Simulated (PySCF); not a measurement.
## Cobalt: highly charged ions in a basis for the neutral atom

Co(11+) [Ne] 3s2 3p4, Co(12+) [Ne] 3s2 3p3. All numbers are calculated (PySCF 2.14, no relativity, point nucleus, in def2-SVP). No spin-orbit coupling, so a gap to NIST mixes the basis error with missing relativistic terms.

Changed run: basis of the neutral atom used for a highly charged ion. This setting is unsound on purpose.

```csv
species,method,sound run (hartree),changed run (hartree),converged
Co(11+),UHF,not run,-1330.47297,yes
Co(11+),MN15,not run,-1331.18212,yes
Co(11+),M06-2X,not run,-1331.18395,yes
Co(12+),UHF,not run,-1318.13923,yes
Co(12+),MN15,not run,-1318.72497,yes
Co(12+),M06-2X,not run,-1318.77774,yes
```

Ionisation energy of Co(11+):

```
method  changed run (eV)    NIST (eV)
   UHF            335.62  336.1 ± 0.4
  MN15            338.98  336.1 ± 0.4
M06-2X            337.59  336.1 ± 0.4
```

The contracted functions were made for the neutral atom and can be too rigid for a highly charged ion.
